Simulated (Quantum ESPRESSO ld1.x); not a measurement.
Problem. The mean radii <r> (bohr) of the occupied orbitals of an atom or ion are listed with their occupations. All-electron calculation, scalar-relativistic Kohn-Sham, LDA (Slater exchange, VWN5 correlation), spin-polarised, spherical densities, point nucleus. Program: ld1.x of Quantum ESPRESSO 7.5.

orbital  occ.      <r>
1s down     1  0.01835
1s up       1  0.01835
2s up       1  0.07762
2s down     1  0.07762
2p up       3  0.06948
2p down     3  0.06947
3s up       1   0.2010
3s down     1   0.2008
3p up       3   0.2011
3p down     3   0.2009
3d up       5   0.1821
3d down     5   0.1819
4s up       1   0.4325
4s down     1   0.4329
4p up       3   0.4526
4p down     3   0.4532
4d up       5   0.4654
4d down     5   0.4662
4f up       4   0.4581

Name the element and its charge. Open shells, if any, are filled with parallel spins first.

Solution. Z = 74, tungsten, charge +24: W24+ in [Kr] 4d10 4f4. The 1s radius gives Z: for a bare nucleus <r> = (2 gamma + 1)/(2Z) with gamma = sqrt(1 - (Z/c)^2), 0.01813 bohr for Z = 74, and screening makes it slightly larger (0.01835 here). The occupations add up to 50, and the charge is Z minus that.
